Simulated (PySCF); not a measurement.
**Spinor energies of Mg (magnesium, neutral)**

Start: [Ne] 3s2. Calculated with PySCF 2.14 in an uncontracted even-tempered set (21 s from 0.0085 bohr⁻², ratio 2.6; 14 p from 0.011 bohr⁻², ratio 2.6; 6 d from 0.16 bohr⁻², ratio 2.8; 5 f from 0.24 bohr⁻², ratio 2.8): generalised Hartree-Fock with the X2C-1e Hamiltonian and a Gaussian nucleus; spin-orbit coupling (SO) screened by Boettger's factors.

```csv
spinor shell,electrons,"ε, screened SO (eV)",weight of nominal j (screened SO),"rms radius, screened SO (bohr)"
1s1/2,2,-1336.5,1.000,0.151
2s1/2,2,-102.85,1.000,0.754
2p1/2,2,-62.273,1.000,0.771
3s1/2,2,-6.896,1.000,3.52
```

Question: Where does 2p3/2 lie, and what is the 2p spin-orbit splitting (screened SO)?

Answer: At -61.952 eV, 0.322 eV above 2p1/2.

| quantity | screened SO |
| --- | --- |
| E (hartree) | -199.92105 |
| M_J | 0 |
| ⟨J²⟩ | 0.000 |
| ⟨L²⟩ | 0.000 |
| ⟨S²⟩ | 0.000 |
